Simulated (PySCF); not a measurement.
C₅H₉F, SMILES C[C@@H]1C(F)[C@H]1C.

Geometry: B3LYP-D3(BJ)/def2-SVP. The structure was generated by enumeration; whether it is a known compound was not checked.

Calculation: SMD-ωB97X/def2-SVP (PySCF).

Solvation free energies are E(SMD) − E(gas) at the gas-phase geometry, for 1 M in both phases. In vacuum the dipole moment is 1.67 D.

Question: Estimate the solvation free energies in water, diethylether, ethanol. (Estimate from the structure and the level; the computed values follow.)

Answer: 
```csv
solvent,ΔG(solv) (kcal/mol),its non-electrostatic (CDS) part,dipole (D)
water,0.2,3.4,2.12
diethylether,-4.3,-2.1,1.97
ethanol,-4.1,-1.1,2.10
```
